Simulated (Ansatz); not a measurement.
Relaxation of Cl2FH4O3Ta (11 atoms, charge 0, multiplicity 1), to a largest force component of 0.03 eV/Å in at most 50 steps.

All numbers below come from Ansatz 0.2.0, RKS B3LYP-D4/def2-SVP.

```xyz
11
Properties=species:S:1:pos:R:3:forces:R:3
Ta -0.527 0.530 0.144 0.54 0.05 0.10
O 2.511 -0.493 0.244 -0.45 0.85 0.07
H 2.480 -0.686 1.197 0.00 0.04 -0.14
Cl -0.021 0.041 2.440 -0.01 0.02 -0.02
O -0.120 0.405 -1.696 0.05 -0.06 0.07
H 0.088 -0.354 -2.255 0.01 -0.01 -0.07
Cl -2.453 1.772 0.180 0.01 -0.01 0.03
O -1.140 -1.272 0.098 0.02 0.01 -0.03
H -1.108 -2.010 0.719 0.01 0.04 0.00
F 0.872 1.830 0.343 -0.26 -0.14 -0.04
H 2.521 0.495 0.226 0.08 -0.80 0.03
```

Problem. Where does it end, and by what steps?

Solution. It converged. After 17 steps the energy has fallen by 0.473 eV; O2 moved furthest, 0.64 Å. Joined: Ta1–O2 (3.21 → 2.35 Å).

| step | energy less start (eV) | largest force component (eV/Å) | accepted |
| --- | --- | --- | --- |
| 0 | 0.0000 | 0.850 | yes |
| 1 | -0.0823 | 1.308 | yes |
| 2 | -0.2372 | 1.378 | yes |
| 3 | -0.4202 | 0.696 | yes |
| 4 | -0.4288 | 0.851 | yes |
| 5 | -0.4590 | 0.192 | yes |
| 6 | -0.4663 | 0.096 | yes |
| 7 | -0.4683 | 0.033 | yes |
| 8 | -0.4690 | 0.035 | yes |
| 9 | -0.4696 | 0.055 | yes |
| 10 | -0.4701 | 0.062 | yes |
| 11 | -0.4707 | 0.094 | yes |
| 12 | -0.4711 | 0.104 | yes |
| 13 | -0.4710 | 0.122 | no |
| 14 | -0.4720 | 0.056 | yes |
| 15 | -0.4723 | 0.038 | yes |
| 16 | -0.4725 | 0.046 | yes |
| 17 | -0.4725 | 0.024 | yes |

```xyz
11
Properties=species:S:1:pos:R:3
Ta -0.277 0.497 0.182
O 1.878 -0.443 0.281
H 2.055 -0.504 1.238
Cl 0.080 0.111 2.563
O 0.133 0.450 -1.680
H 0.073 -0.309 -2.274
Cl -2.299 1.616 0.216
O -0.910 -1.296 0.122
H -0.990 -2.093 0.656
F 0.845 2.026 0.402
H 2.514 0.203 -0.067
```

Whether the end is a true minimum wasn't checked by a vibrational analysis.

Time of the run: 59 s on 4 threads of Arm Neoverse V2 (shared host), peak memory 0.46 GiB.
